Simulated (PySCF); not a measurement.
These are B3LYP-D3(BJ)/def2-TZVP (PySCF) values and carry that method's errors. Gas-phase values, no solvent. One relaxed conformer stands for a flexible species; it need not be the lowest. B3LYP has the VWN-RPA correlation part, as in Gaussian. Delta-SCF ions had no search for a lower state. 

Reference species (SMILES): `SB(S)S` (neutral, multiplicity 1).

- LUMO: -0.92 eV
- HOMO–LUMO gap: 6.37 eV
- vertical ionisation energy (Delta-SCF): 9.47 eV

Changed species: `SBS` (H–S–B–S torsion 0°, S–B–S–H torsion 0°) (2 of 3 H replaced by SH; the reference has 3 of 3 H replaced by SH).

**Question.** Give the shifts of the LUMO, HOMO–LUMO gap and vertical ionisation energy (Delta-SCF).

**Answer.** the LUMO falls by 0.19 eV, to -1.11 eV; the HOMO–LUMO gap decreases by 0.09 eV, to 6.28 eV; the vertical ionisation energy (Delta-SCF) increases by 0.25 eV, to 9.72 eV.
